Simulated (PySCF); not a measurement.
# Spin states of NiBr

Unrestricted PBE0; basis Ni def2-TZVPP, Br def2-TZVPP; no relativity; PySCF 2.14. Outer shells of the fragments: Ni 3d8 4s2; Br 3d10 4s2 4p5.

Followed along the bond (rough minima from three points):

```json
{"2Ms+1": "2", "unpaired": "δ ↑", "⟨S²⟩ at the start": "0.76", "R at minimum (Å)": "2.21", "Te (eV)": "0.00"}
{"2Ms+1": "2", "unpaired": "σ ↑", "⟨S²⟩ at the start": "0.75", "R at minimum (Å)": "2.25", "Te (eV)": "0.04"}
{"2Ms+1": "4", "unpaired": "σ ↑, π ↑↑", "⟨S²⟩ at the start": "3.76", "R at minimum (Å)": "none in the scan", "Te (eV)": "≤ 1.36"}
{"2Ms+1": "2", "unpaired": "σ ↓, π ↑, δ ↑", "⟨S²⟩ at the start": "1.74", "R at minimum (Å)": "none in the scan", "Te (eV)": "≤ 1.50"}
```

Solutions found at the starting distance of 2.170 Å, counted from the lowest of them; the search is not exhaustive and high or unbound solutions are not listed, so other states can lie among these:

| 2Ms+1 | unpaired | term | E (eV) | ⟨S²⟩ | ⟨Lz²⟩ | μ (D) |
| --- | --- | --- | --- | --- | --- | --- |
| 2 | δ ↑ | ²Δ | 0.00 | 0.76 | 3.94 | -4.79 |
| 2 | σ ↑ | ²Σ⁺ | 0.07 | 0.75 | 0.00 | -5.09 |
| 4 | σ ↑, π ↑↑ | ⁴Σ⁻ | 1.37 | 3.76 | 0.00 | -0.88 |
| 2 | σ ↓, π ↑, δ ↑ | mixed | 1.58 | 1.74 | 3.45 | -1.25 |
| 2 | σ ↓, π ↑↑ | mixed | 1.66 | 1.76 | 0.00 | -0.78 |
| 4 | σ ↑, π ↑, δ ↑ | mixed | 1.69 | 3.76 | 5.01 | -1.28 |

A term symbol is given only where ⟨S²⟩ and ⟨Lz²⟩ are close to those of a pure state; real π, δ and φ orbitals otherwise mix terms. A positive dipole means Ni(−)Br(+).

Spin–orbit coupling is left out. With d or f electrons several states lie close, and the lowest PBE0 determinant need not be the measured ground state.
